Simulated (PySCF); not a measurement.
Numbering as in the mapped SMILES `[CH2:1]=[CH:2][C@H:3]([F:4])[SiH3:5]`; H(Xn) means a hydrogen on atom n. Ha(C1) is cis to C3; Hb(C1) is trans to C3.

Theoretical values (PySCF 2.14): structure optimised with PBE0-D3(BJ)/def2-SVP, shieldings: GIAO PBE/pcSseg-2. One averaged value for each set of equivalent atoms, single conformer, non-relativistic, no solvent model.

Scale: $^{13}$C (179.39 ppm), $^{1}$H (31.18 ppm), $^{29}$Si (323.43 ppm) against TMS; CFCl3 for $^{19}$F (142.93 ppm) (reference shieldings calculated alike).

```csv
atoms,nucleus,count,δ (ppm)
F4,$^{19}$F,1,-246.7
C2,$^{13}$C,1,150.6
C1,$^{13}$C,1,120.0
Hb(C1),$^{1}$H,1,5.24
H(C3),$^{1}$H,1,5.46
C3,$^{13}$C,1,?
Ha(C1),$^{1}$H,1,?
Si5,$^{29}$Si,1,-69.1
H(Si5),$^{1}$H,3,3.98
H(C2),$^{1}$H,1,?
```

Fill in the missing shifts.

Answers


- C3: 97.0 ppm, allylic sp3 CH bonded to F and Si; deshielded by the electronegative neighbour
- H(C2): 6.49 ppm, hydrogen on an alkene CH; olefinic region
- Ha(C1): 5.31 ppm, hydrogen on a terminal =CH2 carbon; olefinic region

Shifts are as computed, not scaled to solution data. Of 1211 compounds with measured shifts, 218 miss one by over three times the rms of a fit or turn the order of signals round; such compounds aren't used in these exercises. Unscaled 19F shifts against computed CFCl3 carry errors that often reach 10 to 50 ppm.
